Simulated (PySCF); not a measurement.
# Telling isomers of C₆H₅F₅ apart by NMR

Computational details: structure optimised with GFN2-xTB, σ from GIAO-PBE0/pcSseg-1, in PySCF 2.14 (non-relativistic, no solvent, one averaged value for each set of equivalent atoms, single conformer).

δ = σ(ref) − σ, references computed at the same level: TMS for 1H, 13C. Splittings of carbon signals by F and P are missing where no couplings were computed. Where no couplings were computed, multiplicities follow the n + 1 count of equivalent neighbours, and m marks all less simple cases (inequivalent or close neighbours, rings, F or P nearby). Shifts are as computed. Against solution values, carbons near 30 ppm lie about +3 ppm off and those near 130 ppm about +5 ppm. Of 1211 compounds with measured shifts, 218 miss one by over three times the rms of a fit or turn the order of signals round; such compounds aren't used in these exercises.

(1) Tabulate the signals of `C[C@@H](C(F)=C(F)F)/C(F)=C\F`, `C=CC(=C)C(F)(F)C(F)(F)F`, `C=C/C=C\C(F)(F)C(F)(F)F` and their relative energies.

(2) What is the quickest way to tell C[C@@H](C(F)=C(F)F)/C(F)=C\F from C=CC(=C)C(F)(F)C(F)(F)F?

(3) What is the quickest way to tell C=CC(=C)C(F)(F)C(F)(F)F from C=C/C=C\C(F)(F)C(F)(F)F?

(4) What is the quickest way to tell C[C@@H](C(F)=C(F)F)/C(F)=C\F from C=C/C=C\C(F)(F)C(F)(F)F?

## Answers

(1) 
```tsv
SMILES	carbon types	δC	δH	E rel. (kcal/mol)
C[C@@H](C(F)=C(F)F)/C(F)=C\F	3×C 2×CH 1×CH3	166.9, 160.4, 152.8, 141.0, 42.1, 17.1	7.60 (m, 1H), 3.56 (m, 1H), 1.68 (d, 3H)	32.9
C=CC(=C)C(F)(F)C(F)(F)F	3×C 1×CH 2×CH2	145.5, 139.1, 133.6, 129.5, 128.9, 122.0	6.60 (m, 1H), 6.21 (m, 1H), 6.17 (m, 1H), 5.95 (m, 1H), 5.84 (m, 1H)	2.5
C=C/C=C\C(F)(F)C(F)(F)F	2×C 3×CH 1×CH2	149.6, 141.0, 135.0, 129.6, 125.9, 121.5	7.32 (m, 1H), 6.74 (m, 1H), 5.93 (m, 1H), 5.88 (m, 1H), 5.77 (m, 1H)	0.0
```

Energies are electronic energies at PBE0/pcSseg-1 on these geometries, without zero-point or thermal terms, each for the one conformer computed, which needn't be the lowest.

(2) Both give the same number of carbon signals, but DEPT or the intensities differ. The first has an allylic sp3 CH at 42.1 ppm, the second a terminal =CH2 carbon at 133.6 ppm. Their most deshielded carbons lie at 166.9 and 145.5 ppm. In the proton spectra the most deshielded non-exchanging signals are 7.60 (m, 1H) and 6.60 (m, 1H).

(3) Both give the same number of carbon signals, but DEPT or the intensities differ. The first has a fully substituted alkene carbon (C) at 145.5 ppm, the second an alkene CH at 125.9 ppm. Their most deshielded carbons lie at 145.5 and 149.6 ppm. In the proton spectra the most deshielded non-exchanging signals are 6.60 (m, 1H) and 7.32 (m, 1H).

(4) Both give the same number of carbon signals, but DEPT or the intensities differ. The first has an allylic sp3 CH at 42.1 ppm, the second a terminal =CH2 carbon at 135.0 ppm. Their most deshielded carbons lie at 166.9 and 149.6 ppm.
